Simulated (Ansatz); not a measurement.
Ansatz (a first-principles code) input (B3LYP/LANL2DZ): The .json file is the Basis Set Exchange's LANL2DZ.

Ansatz 0.2 input:
```yaml
crystal:
  periodic: [false, false, false]
  atoms:
    - {symbol: F, position_ang: [1.36554000, -0.93832800, 0.27872000]}
    - {symbol: B, position_ang: [0.44923500, 0.06271900, 0.14064800]}
    - {symbol: F, position_ang: [1.07280900, 1.27282200, 0.22770500]}
    - {symbol: Si, position_ang: [-1.44899700, -0.20186000, -0.43470000]}
    - {symbol: H, position_ang: [-1.80048000, -1.39861600, 0.43889300]}
    - {symbol: H, position_ang: [-2.10487300, 0.90062000, 0.38584600]}
basis:
  gaussian:
    orbitals: LANL2DZ.json
hamiltonian:
  xc: {name: B3LYP}
total_charge: -1
relax: {f_tol: 0.003, max_steps: 120}
```

From the output:

```
488 factors; integrals over basis functions are off by at most 2.5e-4 eV
mean field: 0.10 GiB planned
mean field -6251.98374339 eV, -229.7561648228 hartree, gradient 1.3e-5 eV, S^2 0.000000; 0 other end points of the search recorded, 0 dependent functions left out
the calculation of the forces begins
reference -6251.98397572 eV, -229.7561733609 hartree; 15, 15 occupied and 24, 24 virtual orbitals, 488 factors
relax step   4: F+E_penalty+E_count = -6251.98374339 eV  Δ(F+E_penalty+E_count) = +2.943e-3 eV  max|allowed force component| = 4.302e-1 eV/Å  Δτ_max = 0.0705 Å  (27 SCF iters, rejected (line search))
these checks for a lower state are left out or cut short: starts, cluster_reference, orbital_swaps, neighbouring_geometries, increment
integrals: 0.01 GiB planned
488 factors; integrals over basis functions are off by at most 2.4e-4 eV
mean field: 0.10 GiB planned
mean field -6252.00438448 eV, -229.7569233689 hartree, gradient 1.3e-5 eV, S^2 0.000000; 0 other end points of the search recorded, 0 dependent functions left out
the calculation of the forces begins
reference -6252.00461582 eV, -229.7569318703 hartree; 15, 15 occupied and 24, 24 virtual orbitals, 488 factors
relax step   5: F+E_penalty+E_count = -6252.00438448 eV  Δ(F+E_penalty+E_count) = -1.770e-2 eV  max|allowed force component| = 8.487e-2 eV/Å  Δτ_max = 0.0349 Å  (27 SCF iters, accepted)
these checks for a lower state are left out or cut short: starts, cluster_reference, orbital_swaps, neighbouring_geometries, increment
integrals: 0.01 GiB planned
488 factors; integrals over basis functions are off by at most 2.4e-4 eV
mean field: 0.10 GiB planned
mean field -6252.00640143 eV, -229.7569974906 hartree, gradient 1.2e-5 eV, S^2 0.000000; 0 other end points of the search recorded, 0 dependent functions left out
the calculation of the forces begins
reference -6252.00663369 eV, -229.7570060257 hartree; 15, 15 occupied and 24, 24 virtual orbitals, 488 factors
relax step   6: F+E_penalty+E_count = -6252.00640143 eV  Δ(F+E_penalty+E_count) = -2.017e-3 eV  max|allowed force component| = 6.694e-2 eV/Å  Δτ_max = 0.0156 Å  (28 SCF iters, accepted)
these checks for a lower state are left out or cut short: starts, cluster_reference, orbital_swaps, neighbouring_geometries, increment
integrals: 0.01 GiB planned
488 factors; integrals over basis functions are off by at most 2.4e-4 eV
mean field: 0.10 GiB planned
mean field -6252.00655247 eV, -229.7570030410 hartree, gradient 8.2e-5 eV, S^2 0.000000; 0 other end points of the search recorded, 0 dependent functions left out
the calculation of the forces begins
reference -6252.00678486 eV, -229.7570115813 hartree; 15, 15 occupied and 24, 24 virtual orbitals, 488 factors
relax step   7: F+E_penalty+E_count = -6252.00655247 eV  Δ(F+E_penalty+E_count) = -1.510e-4 eV  max|allowed force component| = 4.298e-2 eV/Å  Δτ_max = 0.0029 Å  (19 SCF iters, accepted)
these checks for a lower state are left out or cut short: starts, cluster_reference, orbital_swaps, neighbouring_geometries, increment
integrals: 0.01 GiB planned
488 factors; integrals over basis functions are off by at most 2.3e-4 eV
mean field: 0.10 GiB planned
mean field evaluation 64: about -6252.0066 eV, gradient 3.3e-4 eV
mean field -6252.00657281 eV, -229.7570037887 hartree, gradient 2.5e-5 eV, S^2 0.000000; 0 other end points of the search recorded, 0 dependent functions left out
the calculation of the forces begins
reference -6252.00680543 eV, -229.7570123371 hartree; 15, 15 occupied and 24, 24 virtual orbitals, 488 factors
relax step   8: F+E_penalty+E_count = -6252.00657281 eV  Δ(F+E_penalty+E_count) = -2.035e-5 eV  max|allowed force component| = 3.722e-2 eV/Å  Δτ_max = 0.0051 Å  (22 SCF iters, accepted)
these checks for a lower state are left out or cut short: starts, cluster_reference, orbital_swaps, neighbouring_geometries, increment
integrals: 0.01 GiB planned
488 factors; integrals over basis functions are off by at most 2.3e-4 eV
mean field: 0.10 GiB planned
mean field -6252.00664849 eV, -229.7570065697 hartree, gradient 1.4e-5 eV, S^2 0.000000; 0 other end points of the search recorded, 0 dependent functions left out
the calculation of the forces begins
reference -6252.00688097 eV, -229.7570151131 hartree; 15, 15 occupied and 24, 24 virtual orbitals, 488 factors
relax step   9: F+E_penalty+E_count = -6252.00664849 eV  Δ(F+E_penalty+E_count) = -7.567e-5 eV  max|allowed force component| = 1.101e-2 eV/Å  Δτ_max = 0.0030 Å  (22 SCF iters, accepted)
these checks for a lower state are left out or cut short: starts, cluster_reference, orbital_swaps, neighbouring_geometries, increment
integrals: 0.01 GiB planned
488 factors; integrals over basis functions are off by at most 2.3e-4 eV
mean field: 0.10 GiB planned
mean field -6252.00665322 eV, -229.7570067434 hartree, gradient 2.9e-5 eV, S^2 0.000000; 0 other end points of the search recorded, 0 dependent functions left out
the calculation of the forces begins
reference -6252.00688567 eV, -229.7570152858 hartree; 15, 15 occupied and 24, 24 virtual orbitals, 488 factors
relax step  10: F+E_penalty+E_count = -6252.00665322 eV  Δ(F+E_penalty+E_count) = -4.729e-6 eV  max|allowed force component| = 6.544e-4 eV/Å  Δτ_max = 0.0007 Å  (19 SCF iters, accepted)
integrals: 0.01 GiB planned
488 factors; integrals over basis functions are off by at most 2.3e-4 eV
mean field: 0.10 GiB planned
mean field evaluation 96: about -6252.0067 eV, gradient 2.9e-6 eV
mean field -6252.00665322 eV, -229.7570067434 hartree, gradient 2.9e-5 eV, S^2 0.000000; 1 other end points of the search recorded, 0 dependent functions left out
the calculation of the forces begins
reference -6252.00688567 eV, -229.7570152858 hartree; 15, 15 occupied and 24, 24 virtual orbitals, 488 factors
Total energy: -6252.00688567 eV, -229.7570152858 hartree
Atom 0 at     1.417430    -0.966777     0.263663 Å, force    -0.000054     0.000276    -0.000131 eV/Å
Atom 1 at     0.439660     0.061744     0.153317 Å, force     0.000654     0.000096     0.000420 eV/Å
Atom 2 at     1.115604     1.313075     0.211063 Å, force     0.000020    -0.000286    -0.000118 eV/Å
Atom 3 at    -1.428791    -0.197701    -0.370398 Å, force    -0.000493    -0.000065     0.000029 eV/Å
Atom 4 at    -1.850651    -1.424892     0.416690 Å, force    -0.000077     0.000084    -0.000102 eV/Å
Atom 5 at    -2.160017     0.911909     0.362776 Å, force    -0.000051    -0.000106    -0.000097 eV/Å
Dipole moment:     0.414121     0.060208     0.233336 e Å
```

The dipole moment of an ion depends on the origin.

The geometry given is a B3LYP-D3(BJ)/def2-TZVP minimum.
